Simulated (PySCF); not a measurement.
ScF3, SMILES [F][Sc]([F])[F].

Coordinates come from a B3LYP-D3(BJ)/def2-SVP optimisation. The isomer is the one that the SMILES or the coordinates give; other isomers of the formula were not compared.

Two levels are set side by side: PBE/def2-TZVPD (PySCF) and HF/def2-TZVPD (PySCF). Same geometry, gas phase. Differences are taken from unrounded values.

```json
[
 {"quantity": "orbital gap (eV)", "PBE": "5.77"},
 {"quantity": "highest occupied level (eV)", "PBE": "-9.24"},
 {"quantity": "lowest empty level (eV)", "PBE": "-3.48"},
 {"quantity": "mean polarisability (bohr³)", "PBE": "30.7"}
]
```

### Question
These are the PBE values. What does HF give? (Estimate from the structure and the level; the computed values follow.)

### Answer

```json
[
 {"quantity": "orbital gap (eV)", "HF": "16.61", "PBE minus HF": "-10.84"},
 {"quantity": "highest occupied level (eV)", "HF": "-16.50", "PBE minus HF": "7.25"},
 {"quantity": "lowest empty level (eV)", "HF": "0.11", "PBE minus HF": "-3.59"},
 {"quantity": "mean polarisability (bohr³)", "HF": "21.7", "PBE minus HF": "9.0"}
]
```

PBE's occupied levels lie high since its potential decays too fast outside the molecule; exact exchange lowers them and widens the gap. PBE's more diffuse valence density responds more strongly to a field. Differences between two approximate levels are no errors against the true value.

Rough cost on one machine, each run with all the roots and properties that it gave: HF against PBE about 1/3.
